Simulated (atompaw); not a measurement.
# What the settings do to the PAW (atompaw) potential of sulfur

Base potential:

* Element: sulfur
* Generator: atompaw 4.2.0.5
* Type: PAW
* Functional: PBE
* Relativity: non-relativistic
* Frozen core: [Ne]
* Valence charge: 6
* Reference configuration: 3s2 3p2 (charge +2)
* Partial waves: 3s (bound): rc 1.30 bohr; 3s channel at -2.35 Ry: rc 1.30 bohr; 3p (bound): rc 1.70 bohr; 3p channel at -1.25 Ry: rc 1.70 bohr
* Local potential: bessel scheme, radius 1.60 bohr
* Core correction: smooth core density matched at 1.60 bohr
* Augmentation charge: besselshape compensation charge, radius 1.60 bohr; PAW radius 1.70 bohr; waves and projectors: custom rrkj gramschmidtortho

Cutoffs, loose and tight: the cutoffs (Ry, on a coarse ladder) from which the occupation-weighted sum of valence levels, in a spherical-Bessel basis at the reference potential, stays within 10 and 1 mRy of its value at 400 Ry. They see the waves, projectors and local potential, not the compensation charge or the core. A dash means not determined.

A true bound ghost makes a file unfit for plane-wave use even where its test errors are small: the radial tests pick states by their node count and pass the ghost by.

| change | outcome | cutoff, loose | cutoff, tight | bound ghosts |
| --- | --- | --- | --- | --- |
| base | generated, no UPF (negative core plus compensation charge) | 21 Ry | 40 Ry | none |
| core correction smooth core density matched at 1.36 bohr | generated | 21 Ry | 40 Ry | none |
| wave 3p channel at -1.25 Ry: rc 1.70 bohr becomes 3p channel at -1.46 Ry: rc 1.70 bohr | generated, no UPF (negative core plus compensation charge) | 21 Ry | 40 Ry | none |
| reference 3s2 3p4 | generated, no UPF (negative core plus compensation charge) | 21 Ry | 40 Ry | none |
| local potential bessel scheme, radius 1.64 bohr | generated, no UPF (negative core plus compensation charge) | 21 Ry | 40 Ry | none |
| scalar-relativistic | generated, no UPF (negative core plus compensation charge) | 21 Ry | 40 Ry | none |
| augmentation besselshape compensation charge, radius 0.72 bohr; PAW radius 1.70 bohr; waves and projectors: custom rrkj gramschmidtortho | generated, no UPF (negative core plus compensation charge) | 21 Ry | 40 Ry | none |
| waves 3s (bound); 3s channel at -2.35 Ry; 3p (bound); 3p channel at -1.25 Ry; augmentation besselshape compensation charge, radius 1.60 bohr; PAW radius 1.70 bohr; waves and projectors: bloechl | failed: atompaw: The overlap operator has at least one negative eigenvalue! | – | – | – |
| wave 3s channel at -2.35 Ry: rc 1.30 bohr becomes 3s channel at -2.35 Ry: rc 1.46 bohr | generated, no UPF (negative core plus compensation charge) | 21 Ry | 40 Ry | none |
| wave 3p (bound): rc 1.70 bohr becomes 3p (bound): rc 1.14 bohr | failed: atompaw: The overlap operator has at least one negative eigenvalue! | – | – | – |

Problem. What comes out with this change to the base: local potential troulliermartins scheme with l = 2 at -0.5 Ry, radius 1.60 bohr?

Solution. outcome: generated, no UPF (negative core plus compensation charge); cutoff, loose: 21 Ry; cutoff, tight: 40 Ry; bound ghosts: s.
